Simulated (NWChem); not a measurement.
# C$_{3}$H$_{6}$Ge; SMILES C=C=[CH][GeH3]

### Question
Give the equilibrium geometry at PBE-D3(BJ)/def2-SVP (NWChem) as a list of bonds and angles, with the point group.

### Answer
point group Cs; any orientation.
Bond lengths (Å): C1–C2 1.318, C1–H5 1.103, C1–H6 1.103, C2–C3 1.316, C3–Ge4 1.958, C3–H7 1.106, Ge4–H8 1.552, Ge4–H9 1.552, Ge4–H10 1.547. Bond angles (°): C2–C1–H5 121.3, C2–C1–H6 121.3, H5–C1–H6 117.4, C1–C2–C3 178.3, C2–C3–Ge4 122.0, C2–C3–H7 119.7, Ge4–C3–H7 118.3, C3–Ge4–H8 109.8, C3–Ge4–H9 109.8, C3–Ge4–H10 108.7, H8–Ge4–H9 108.3, H8–Ge4–H10 110.1, H9–Ge4–H10 110.1.
